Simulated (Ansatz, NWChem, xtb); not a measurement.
# Ligand exchange: CH2BrCl + I2 → CH2BrI + ICl

Gas-phase species: CH2BrCl `ClCBr`, singlet; I2 (iodine), singlet; CH2BrI (bromoiodomethane) `BrCI`, singlet; ICl (iodine monochloride), singlet. The partners trade Cl for I: C–Cl and I–I bonds give way to C–I and I–Cl.

Shapes, held fixed at every level: PBE0-D4/def2-TZVP. Programs: Ansatz 0.2.0, NWChem 7.3.0, xtb 6.7.1. The zero-point and thermal change to 298 K, harmonic and unscaled (PBE0-D4/def2-TZVP), is -1.8 kJ/mol.

Question: Estimate ΔH(298 K) of this reaction.

Answer: The highest level, CCSD(T)/def2-TZVPP, gives ΔH(298 K) = +53.1 kJ/mol; the levels span +53.1 to +75.0. The column of differences is taken from that level and isn't an error. No measured value is set beside it here. For atoms past krypton def2 sets carry core potentials with scalar relativity. Relativity is left out for Br. Outer-core shells of Br, I are correlated, in sets that cover them unevenly.

| level | kind | ΔH(298 K) (kJ/mol) | less CCSD(T)/def2-TZVPP |
| --- | --- | --- | --- |
| GFN1-xTB | semi-empirical | +68.4 | +15.3 |
| HF/def2-SVP | Hartree–Fock | +75.0 | +21.9 |
| SPW92/def2-TZVPP | LDA | +60.3 | +7.2 |
| PBE0/def2-SVP | global hybrid | +68.7 | +15.6 |
| PBE0-D4/def2-TZVPP | global hybrid | +62.0 | +8.9 |
| wB97X-V/def2-TZVPP | range-separated hybrid | +59.9 | +6.8 |
| B2PLYP/def2-TZVPP | double hybrid | +57.6 | +4.5 |
| MP2/def2-TZVPP | perturbation theory | +54.8 | +1.7 |
| CCSD(T)/def2-TZVPP | coupled cluster or CI | +53.1 | 0.0 |
